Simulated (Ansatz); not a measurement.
Geometry optimisation, Ansatz, RHF/def2-SVP.

Input:

```yaml
crystal:
  periodic: [false, false, false]
  atoms:
    - { symbol: Hf, position_ang: [0.0, 0.0, 0.0] }
    - { symbol: O, position_ang: [0.0, 0.0, 2.07] }
    - { symbol: Si, position_ang: [-1.3147, -0.4067, 3.0336] }
    - { symbol: H, position_ang: [-2.239, -1.2403, 2.2704] }
    - { symbol: H, position_ang: [-0.8506, -1.1432, 4.2057] }
    - { symbol: H, position_ang: [-1.9987, 0.8095, 3.4633] }
    - { symbol: O, position_ang: [1.952, 0.0, -0.6893] }
    - { symbol: H, position_ang: [2.2684, -0.9521, -0.806] }
    - { symbol: Cl, position_ang: [-1.1869, 2.0563, -0.8392] }
    - { symbol: O, position_ang: [-0.975, -1.6891, -0.6893] }
    - { symbol: Si, position_ang: [-1.8567, -2.7511, 0.2684] }
    - { symbol: H, position_ang: [-1.4471, -2.6052, 1.6622] }
    - { symbol: H, position_ang: [-3.2801, -2.4505, 0.1462] }
    - { symbol: H, position_ang: [-1.6101, -4.1218, -0.1696] }
basis:
  gaussian: { orbitals: def2-SVP }
hamiltonian:
  xc: hf
relax:
  f_tol: 0.02
  max_steps: 40
```

Command:

```bash
$ ansatz run input.yaml --threads 4 --pin off --max-ram 5120MiB --backend cpu --events-out ev --progress --plain --runs-dir out
```

Task: Where does it end, and by what steps?

Result: It converged. The force dipped under the threshold on the way, but the program's further checks kept it going. After 16 steps the energy has fallen by 2.294 eV; H4 moved furthest, 2.18 Å. Parted: Hf1–Si3, Hf1–Si11.

```json
{"step": "0", "energy less start (eV)": "0.0000", "largest force component (eV/Å)": "3.265", "accepted": "yes"}
{"step": "1", "energy less start (eV)": "-1.2640", "largest force component (eV/Å)": "1.914", "accepted": "yes"}
{"step": "2", "energy less start (eV)": "-1.5592", "largest force component (eV/Å)": "1.228", "accepted": "yes"}
{"step": "3", "energy less start (eV)": "-1.8248", "largest force component (eV/Å)": "0.630", "accepted": "yes"}
{"step": "4", "energy less start (eV)": "-1.9829", "largest force component (eV/Å)": "0.715", "accepted": "yes"}
{"step": "5", "energy less start (eV)": "-2.0957", "largest force component (eV/Å)": "0.362", "accepted": "yes"}
{"step": "6", "energy less start (eV)": "-2.1682", "largest force component (eV/Å)": "0.214", "accepted": "yes"}
{"step": "7", "energy less start (eV)": "-2.2024", "largest force component (eV/Å)": "1.164", "accepted": "yes"}
{"step": "8", "energy less start (eV)": "-2.2262", "largest force component (eV/Å)": "0.838", "accepted": "yes"}
{"step": "9", "energy less start (eV)": "-2.2484", "largest force component (eV/Å)": "0.271", "accepted": "yes"}
{"step": "10", "energy less start (eV)": "-2.2802", "largest force component (eV/Å)": "0.093", "accepted": "yes"}
{"step": "11", "energy less start (eV)": "-2.2866", "largest force component (eV/Å)": "0.041", "accepted": "yes"}
{"step": "12", "energy less start (eV)": "-2.2912", "largest force component (eV/Å)": "0.238", "accepted": "yes"}
{"step": "13", "energy less start (eV)": "-2.2929", "largest force component (eV/Å)": "0.071", "accepted": "yes"}
{"step": "14", "energy less start (eV)": "-2.2940", "largest force component (eV/Å)": "0.003", "accepted": "yes"}
{"step": "15", "energy less start (eV)": "-2.2944", "largest force component (eV/Å)": "0.016", "accepted": "yes"}
{"step": "16", "energy less start (eV)": "-2.2944", "largest force component (eV/Å)": "0.018", "accepted": "yes"}
```

```xyz
14
Properties=species:S:1:pos:R:3
Hf -0.383 -0.295 0.211
O -0.764 0.127 2.076
Si -1.056 0.484 3.658
H -2.410 0.022 4.037
H -0.058 -0.193 4.517
H -0.966 1.946 3.871
O 1.515 -0.433 -0.046
H 2.443 -0.510 -0.167
Cl -1.295 1.434 -1.198
O -1.232 -1.995 -0.229
Si -1.924 -3.440 -0.614
H -1.779 -4.382 0.518
H -3.364 -3.249 -0.898
H -1.265 -4.011 -1.810
```

Whether the end is a true minimum wasn't checked by a vibrational analysis.

Run time: 110 s on 4 threads of Intel(R) Xeon(R) Platinum 8259CL CPU @ 2.50GHz (Skylake/Cascade Lake), with other jobs on the host, peak memory 0.53 GiB.
